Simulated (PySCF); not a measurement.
These 2 structures share the formula C2H9NSi. Computed with PBE0-D3(BJ)/def2-SVP geometry optimisation, gas phase in PySCF 2.14.0. One conformer each; no zero-point energy, no entropy. No frequencies were run at this level. Point groups hold within 0.08 Å.

Problem. Rank from lowest to highest electronic energy at this level (kcal/mol).
A. `[CH3:1][CH2:2][NH:3][SiH3:4]` with C1–C2–N3–Si4 -148°
B. `CN(C)[SiH3]`

Solution. A (0.0), B (7.0).

As drawn, the lower has an N–H bond, which the higher lacks.

```json
{"SMILES": "CCN[SiH3]", "E (Eh)": "-425.40800", "E rel (kcal/mol)": "0.0", "dipole (D)": "1.24", "point group": "C1", "A, B, C (MHz)": "21089, 2422, 2361"}
{"SMILES": "CN(C)[SiH3]", "E (Eh)": "-425.39677", "E rel (kcal/mol)": "7.0", "dipole (D)": "0.95", "point group": "–", "A, B, C (MHz)": "8414, 4410, 3123"}
```

Problem. How do the relative energies change in single points at PBE0/pcSseg-1 (no added dispersion term) on the same geometries?

Solution. 
```json
{"SMILES": "CCN[SiH3]", "PBE0-D3(BJ)/def2-SVP (kcal/mol)": "0.0", "PBE0/pcSseg-1 (kcal/mol)": "0.0", "shift": "0.0"}
{"SMILES": "CN(C)[SiH3]", "PBE0-D3(BJ)/def2-SVP (kcal/mol)": "7.0", "PBE0/pcSseg-1 (kcal/mol)": "7.7", "shift": "+0.7"}
```

Each column counts from its own lowest isomer. The order is unchanged; the largest shift is 0.7 kcal/mol.

Problem. As an exercise, what shares would exp(−E/RT) give at 1000 K from these electronic energies alone (no entropy, no degeneracies)?

Solution. RT = 1.987 kcal/mol: CCN[SiH3] 97.2 %, CN(C)[SiH3] 2.8 %.
